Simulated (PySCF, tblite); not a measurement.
A set of runs on `CCCN1[CH+][CH]C=N1` [radical]; the geometry of each is named by its level. Settings lines and outputs come from a driver script.

C6H10N2 (charge +1 and doublet state).
Atom-mapped SMILES: `[CH3:1][CH2:2][CH2:3][N:4]1[CH+:5][CH:6][CH:7]=[N:8]1` (hydrogens: H9, H10, H11 on C1; H12, H13 on C2; H14, H15 on C3; H16 on C5; H17 on C6; H18 on C7)

Step 1: GFN2-xTB geometry optimisation, gas phase (tblite 0.8.0) (from a force-field or distance-geometry start)
```json
{"job": {"kind": "relax", "xc": "GFN2-xTB", "basis": "xTB"}, "charge": 1, "multiplicity": 2}
```
```
step      E/eV     max force
  0    -632.04605    4.557
  1    -632.64914    2.468
  2    -632.85762    1.542
...
131    -634.01725    0.024
132    -634.01734    0.022
133    -634.01740    0.015
134    -634.01744    0.011
135    -634.01746    0.008
```

Energy lowered by 45.5 kcal/mol over 135 steps; largest atomic force 0.008 eV/Å at the end. «max force» is the largest atomic force in eV/Å.

The run took 1.3 s on one thread, Intel Xeon at 2.70 GHz (x86_64), no GPU, shared host with 64 logical CPUs at a one-minute load of 57.

Step 2: GFN2-xTB harmonic vibrations, gas phase (tblite 0.8.0) (on the GFN2-xTB geometry)
```json
{"job": {"kind": "ir", "xc": "GFN2-xTB", "basis": "xTB"}, "charge": 1, "multiplicity": 2}
```
```
(table of modes left out)
```

48 modes from 76 to 3197 cm⁻¹ (unscaled, harmonic); zero-point energy 93.7 kcal/mol; all wavenumbers are real at this level.

Hardware: an Intel Xeon at 2.70 GHz with one thread (shared host). Cost: 0.79 s of wall time.

Step 3: UKS B3LYP, pcH-1 on C H N, non-relativistic, mean-field spin-orbit, GIAO (PySCF 2.14.0) (on the GFN2-xTB geometry)
```json
{"job": {"kind": "epr", "basis": "pcH-1"}, "charge": 1, "multiplicity": 2}
```
```
...
E = -343.83057646 Eh   <S^2> = 0.7550 (exact 0.7500)
g shifts (ppm)      1          2          3
  rmc          -222       -222       -222
  gc             16         61         37
  oz_so         247        589       1428
  total          42        428       1243
hyperfine (MHz)  atom isotope    a_iso     a_fc   dipolar eigenvalues
    0   13C      55.62      55.62    -39.88    -39.47     79.35
    1   13C     -11.51     -11.51     -4.20     -2.93      7.13
    2   13C       2.46       2.46     -3.10     -0.85      3.95
    3   14N       6.72       6.72     -2.42     -0.48      2.90
    4   13C      21.76      21.76     -6.11     -4.97     11.08
    5   13C      18.46      18.46     -5.15     -2.69      7.84
    6   13C      19.36      19.36     -9.83     -5.43     15.26
    7   14N     161.15     161.15    -22.16    -19.16     41.32
    8    1H      25.21      25.21    -17.73     -3.52     21.26
    9    1H      16.44      16.44    -17.47     -2.92     20.39
   10    1H     208.18     208.18    -48.34    -39.99     88.33
   11    1H       2.13       2.13     -3.73     -1.85      5.57
   12    1H     103.68     103.68     -4.58     -1.91      6.49
   13    1H      -2.94      -2.94     -2.80     -1.42      4.22
   14    1H      -2.86      -2.86     -2.66     -0.86      3.51
...
```

⟨S²⟩ 0.755; g_iso 2.0029. rmc, gc and oz_so are the mass-correction, gauge-correction and orbital-Zeeman/spin–orbit parts of the g shift along its three principal axes; a_iso is the isotropic hyperfine coupling and a_fc its Fermi-contact part. The log counts atoms from 0, this text from 1.

Hardware: Intel Xeon at 2.70 GHz, one thread, shared host with 64 logical CPUs at a one-minute load of 58. Cost: 2.2 min (with the writing of density and orbital grids), 1.1 GiB resident at most.

Geometry of the electronic-property runs (GFN2-xTB):
```
atom  x, y, z in Å
C1    -1.905    0.907   -0.280
C2    -1.782   -0.555    0.033
C3    -0.515   -1.133   -0.613
N4     0.630   -0.415   -0.102
C5     1.827   -0.868    0.303
C6     2.589    0.233    0.660
C7     1.767    1.341    0.458
N8     0.620    0.907   -0.032
H9    -2.555    1.460    0.392
H10   -2.124    1.114   -1.326
H11   -0.828    1.329   -0.123
H12   -1.761   -0.726    1.112
H13   -2.647   -1.094   -0.368
H14   -0.558   -1.019   -1.702
H15   -0.398   -2.190   -0.375
H16    2.075   -1.910    0.303
H17    3.595    0.244    1.026
H18    1.961    2.382    0.622
```

 (This holds for the electronic-property runs.)

One conformer stands for the species.
